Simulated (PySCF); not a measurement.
CH7GeNSi, GeH9NSi2 (calculated)

All values are calculated (PySCF 2.14.0). Calculation on a computer-drawn molecule: the log of a Hartree-Fock and frozen-core CCSD(T) single point meant for a local Hartree-Fock minimum, with one planted fault or none, to be diagnosed. Offsets are logged minus clean, where the clean run is the same molecule without the fault. The reference is restricted for singlets and unrestricted otherwise, and also for a bond in bohr or an excited solution. Adding or removing an electron swaps singlet and doublet. The excited solution moves the top pair (singlet) or top alpha electron (doublet) to the lowest empty orbital. Highest occupied and lowest empty are orbital energies over both spins, largest force is the largest gradient component, triples share is (T) over the correlation energy, the T1 limit is 0.02 restricted and 0.045 unrestricted, electrons count all cores, a negative frequency is imaginary (commonest isotopes), and the dipole is about the centre of nuclear charge; on germanium a core potential holds 10 electrons, which the energies leave out, and 3d is frozen in MP2 and coupled-cluster steps.

Common to all runs: meant charge 0; meant multiplicity 1; meant basis cc-pV(D+d)Z; meant basis and core potential on germanium cc-pVDZ-PP ECP10MDF; logged SCF converged yes; logged CC converged yes; logged SCF stable within its kind yes; possible faults no fault, one electron removed, one electron added, multiplicity raised by two, geometry at a saddle point, SCF held on an excited solution, minimal basis STO-3G, one bond length entered in bohr, all coordinates scaled.

```json
{"entry": 1, "formula": "CH7GeNSi", "logged_structure": {"atoms_angstrom": [["N", -0.7129, -0.38, 1.7309], ["Si", 0.6924, -0.245, 0.7414], ["C", 0.6101, 1.0755, -0.5634], ["Ge", -0.7491, 2.1649, -0.8582], ["H", -0.9179, 0.3186, 2.4197], ["H", -1.5591, -0.7692, 1.3607], ["H", 1.8407, 0.0256, 1.6409], ["H", 0.9029, -1.5625, 0.0927], ["H", 1.4663, 1.2119, -1.2212], ["H", -2.0401, 2.1446, -0.0564], ["H", -0.747, 3.2266, -1.9486]]}, "given": {"logged_electrons": 65, "logged_basis_functions": 109, "logged_spin_squared": 0.8842, "logged_highest_occupied [eV]": -12.49, "logged_lowest_empty [eV]": -6.1646, "logged_largest_force [hartree/bohr]": 0.10141, "logged_T1_diagnostic": 0.042838, "logged_D1_diagnostic": 0.21647, "logged_triples_share": 0.032342, "logged_dipole_magnitude [debye]": 6.9788, "logged_energy_HF [hartree]": -678.37618, "logged_energy_CCSD(T) [hartree]": -678.91779, "drawn_bonds_atom": [1, 2, 3, 1, 1, 2, 2, 3, 4, 4], "drawn_bonds_other_atom": [2, 3, 4, 5, 6, 7, 8, 9, 10, 11], "drawn_bonds_order": [1, 1, 2, 1, 1, 1, 1, 1, 1, 1]}, "results": {"planted_fault": "one electron removed", "HF_energy_offset_from_clean_run [kcal/mol]": 189.9, "CCSD(T)_energy_offset_from_clean_run [kcal/mol]": 213.6}}
{"entry": 2, "formula": "GeH9NSi2", "logged_structure": {"atoms_angstrom": [["N", -0.015, -2.405, 0.4254], ["Si", -1.0808, -1.0881, 1.0444], ["Ge", 0.0503, 1.1041, 0.6085], ["Si", 0.8583, 1.2774, -1.76], ["H", -0.4088, -3.3729, 0.367], ["H", 0.9722, -2.4535, 0.768], ["H", -2.4051, -1.1603, 0.2547], ["H", -1.4421, -1.1868, 2.5492], ["H", -0.9588, 2.3079, 0.9231], ["H", 1.3076, 1.2796, 1.5896], ["H", -0.3045, 1.0051, -2.7396], ["H", 1.9734, 0.2388, -2.0105], ["H", 1.4241, 2.6871, -2.0434]]}, "given": {"logged_electrons": 76, "logged_basis_functions": 128, "logged_spin_squared": 0.0, "logged_highest_occupied [eV]": -9.7581, "logged_lowest_empty [eV]": 2.9187, "logged_largest_force [hartree/bohr]": 0.034654, "logged_T1_diagnostic": 0.012269, "logged_D1_diagnostic": 0.02911, "logged_triples_share": 0.026652, "logged_dipole_magnitude [debye]": 1.5647, "logged_energy_HF [hartree]": -930.94849, "logged_energy_CCSD(T) [hartree]": -931.5184, "drawn_bonds_atom": [1, 2, 3, 1, 1, 2, 2, 3, 3, 4, 4, 4], "drawn_bonds_other_atom": [2, 3, 4, 5, 6, 7, 8, 9, 10, 11, 12, 13], "drawn_bonds_order": [1, 1, 1, 1, 1, 1, 1, 1, 1, 1, 1, 1]}, "results": {"planted_fault": "all coordinates scaled, by +4.2 %", "HF_energy_offset_from_clean_run [kcal/mol]": 11.55, "CCSD(T)_energy_offset_from_clean_run [kcal/mol]": 7.71}}
```
